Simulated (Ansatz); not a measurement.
Single points on [VO2F2]- (VO₂F₂⁻).

```yaml
crystal:
  periodic: [false, false, false]
  atoms:
    - {symbol: V, position_ang: [0.041117, -0.000196, 0.028699]}
    - {symbol: O, position_ang: [0.057185, -0.016181, 1.652928]}
    - {symbol: O, position_ang: [1.571376, 0.008474, -0.516156]}
    - {symbol: F, position_ang: [-0.837997, 1.472262, -0.568254]}
    - {symbol: F, position_ang: [-0.831690, -1.464359, -0.597217]}
basis:
  gaussian: {orbitals: 6-31G}
total_charge: -1
hamiltonian: {xc: {name: B3LYP}, dispersion: d4}
scf: {omitted_lower_state_checks: [starts]}
output: {orbitals: {seedname: orbitals}}
```

The file start.molden holds the orbitals of an earlier run on this structure, at another level or in another basis.

```sh
$ ansatz run in.yaml --threads 4 --pin off --events-out ev --progress --plain --max-ram 3916MiB
```

Shortened log:

```
Functional definition: B3LYP
699 factors; integrals over basis functions are off by at most 4.3e-4 eV
mean field evaluation 1: about -35197.1277 eV, gradient 1.0e2 eV
mean field evaluation 2: about -34598.8611 eV, gradient 4.9e2 eV
mean field evaluation 4: about -35163.2288 eV, gradient 2.1e2 eV
mean field evaluation 8: about -35219.5070 eV, gradient 3.0e-1 eV
mean field -35219.50721896 eV, -1294.2930176574 hartree, gradient 1.5e-5 eV, S^2 0.000000; 0 other end points of the search recorded, 0 dependent functions left out
reference -35219.50749088 eV, -1294.2930276504 hartree; 29, 29 occupied and 36, 36 virtual orbitals, 699 factors
Total energy: -35219.69145949 eV, -1294.2997883721 hartree
Checks for a lower state left out: starts
```

Run time 1.6 s (4 threads of Arm Neoverse N1 on a shared host).

As the first input, with `gaussian: {orbitals: def2-TZVPD, initial_orbitals: start.molden}`, `hamiltonian: {xc: {name: CAM-B3LYP}, dispersion: d4}` (abridged; 6 s):

```
Functional definition: CAM-B3LYP
mean field -35226.03852464 eV, -1294.5330387139 hartree, gradient 1.9e-5 eV, S^2 0.000000
Total energy: -35226.13440625 eV, -1294.5365622982 hartree
Checks for a lower state left out: starts
```

Geometry: PBE-D4/def2-SVPD.

The 6-31G sets use Cartesian d functions. B3LYP takes the VWN-RPA correlation. The restricted singlet is unstable towards broken spin symmetry in Hartree–Fock (as tested in another run); at B3LYP-D4/6-31G, CAM-B3LYP-D4/def2-TZVPD this wasn't settled.
